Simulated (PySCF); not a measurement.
A calculated (B97-3, PySCF 2.14, aug-cc-pVTZ-DK, the spin-free X2C one-electron Hamiltonian (Gaussian nucleus)) atom or ion has these occupied shells.

```
shell  electrons  orbital energy (eV)  rms radius, mean of both spins (bohr)
   1s          2              -8905.1                                 0.0601
   2s          2              -1089.9                                  0.255
   2p          6              -940.66                                  0.228
   3s          2              -130.25                                  0.767
   3p          6              -86.071                                  0.818
   3d         10              -15.974                                   1.17
```

Name the element and its charge.

Cu⁺ (copper, charge +1), in [Ar] 3d10, closed-shell 1S.
